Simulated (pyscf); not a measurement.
**H₂B–O• (SMILES B[O]), doublet**

Gas-phase minimum from PySCF at ωB97X-D3(BJ)/def2-SVP, one conformer. Other isomers of H₂B–O• were not searched in full and may lie lower. 

SMILES: B[O]
```xyz
4

B     -1.1811    -0.4412     0.0121
O     -0.7834     0.1354     1.0926
H     -0.6179    -1.4569    -0.3658
H     -2.1136     0.0387    -0.6139
```
Charge 0, spin multiplicity 2.

Bonds (Å): B1–O2 1.288, B1–H3 1.221, B1–H4 1.221. Angles (°): O2–B1–H3 119.3, O2–B1–H4 119.3, H3–B1–H4 121.4.

Properties at ωB97X-D3(BJ)/def2-SVP:

```json
{
 "harmonic_wavenumbers_unscaled": "564, 927, 1011, 1407, 2471, 2550 cm⁻¹",
 "zero_point_energy": "12.8 kcal/mol",
 "rotational_symmetry_number": "2",
 "Entropy of this conformer at 298 K and 1 atm, rigid rotor and harmonic oscillator, modes under 100 cm⁻¹ raised to 100": "228.4 J/(mol K)",
 "dipole_moment": "1.27 D",
 "Spin expectation value S2": "0.758"
}
```

Single-point totals, which compare only within one level (frozen core for MP2 and CC):

```tsv
level	total energy (hartree)
ωB97X-D3(BJ)/def2-TZVP	-101.31152
PBE/def2-TZVP	-101.16089
r²SCAN/def2-TZVP	-101.23004
B3LYP-D3(BJ)/def2-TZVP	-101.29582
PBE0-D3(BJ)/def2-TZVP	-101.16338
M06-2X/def2-TZVP	-101.23563
ωB97M-D3(BJ)/def2-TZVP	-101.30488
UHF/def2-TZVPP	-100.74365
MP2/def2-TZVPP	-101.03776
CCSD/def2-TZVPP	-101.06827
CCSD(T)/def2-TZVPP	-101.07953
```

The CCSD(T) − MP2 part came from Ansatz, without density fitting, on the same reference.
